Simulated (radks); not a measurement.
Ionisation ladder of lithium, from Li to Li2+. Each ion is in the ground configuration listed by NIST, and IE = E(next ion) - E(this ion), with E = 0 for the bare nucleus. Calculated with a radial shooting solver on a logarithmic mesh with Libxc functionals: scalar-relativistic Kohn-Sham, PBE, spin-polarised, spherical densities, finite nucleus; open shells are filled with parallel spins first; Fermi nuclear charge, rms radius 2.444 fm.

[
 {"species": "Li", "configuration": "[He] 2s1", "IE, Delta-SCF (eV)": "5.591", "-e(HOMO) (eV)": "3.228", "HOMO": "2s up", "IE, NIST (eV)": "5.392", "kind": "exp.", "error (eV)": "+0.199"},
 {"species": "Li+", "configuration": "[He]", "IE, Delta-SCF (eV)": "75.368", "-e(HOMO) (eV)": "60.415", "HOMO": "1s", "IE, NIST (eV)": "75.640", "kind": "theory", "error (eV)": "-0.272"},
 {"species": "Li2+", "configuration": "1s1", "IE, Delta-SCF (eV)": "122.12", "-e(HOMO) (eV)": "103.69", "HOMO": "1s up", "IE, NIST (eV)": "122.45", "kind": "theory", "error (eV)": "-0.3"}
]

Reference values: NIST Atomic Spectra Database (exp. = measured, semi-emp. = semi-empirical, theory = theoretical value adopted there). The ionisation energy per charge of the ion left behind rises most, in proportion, at Li+ ([He]), from 5.591 to 37.684 eV.
